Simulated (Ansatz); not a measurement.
`CB(O)SCO` + CH₃SH → `CSB(C)O` + `OCS`  (ligand exchange at a B–S bond)

Isolated molecules relaxed with PBE0-D4/def2-TZVP in Ansatz; ΔE leaves out vibrations. CBS: MP2 limit from def2 TZ/QZ plus the TZ coupled-cluster correction, frozen cores. This one scheme is used for every species. Functionals use def2-TZVPP. B3LYP here is the variant with VWN-RPA as its local correlation; programs differ in this. One conformer a species, not always the lowest.

| level | ΔE (kJ/mol) | difference from CCSD(T)/CBS |
| --- | --- | --- |
| PBE-D4 | 8.6 | 2.4 |
| r2SCAN-D4 | 8.3 | 2.1 |
| PBE0-D4 | 7.4 | 1.2 |
| B3LYP-D4 | 6.9 | 0.7 |
| ωB97X-V | 6.2 | 0.0 |
| ωB97M-V | 6.5 | 0.3 |
| B2PLYP | 6.1 | -0.1 |
| PBE | 7.8 | 1.6 |
| r2SCAN | 7.9 | 1.7 |
| HF/def2-TZVPP | 3.0 | -3.2 |
| MP2/def2-TZVPP | 6.5 | 0.3 |
| CCSD/def2-TZVPP | 5.7 | -0.5 |
| CCSD(T)/def2-TZVPP | 6.8 | 0.6 |
| HF/def2-QZVPP | 2.7 | -3.5 |
| MP2/def2-QZVPP | 6.0 | -0.2 |
| MP2/CBS(def2) | 5.9 | -0.3 |
| CCSD(T)/CBS | 6.2 | 0 |

Largest T1 diagnostic among the species: 0.012.

In def2-TZVPP, CCSD(T) changes the Hartree–Fock value by +3.8 kJ/mol (the triples alone add +1.2 kJ/mol) and MP2 by +3.5 kJ/mol.
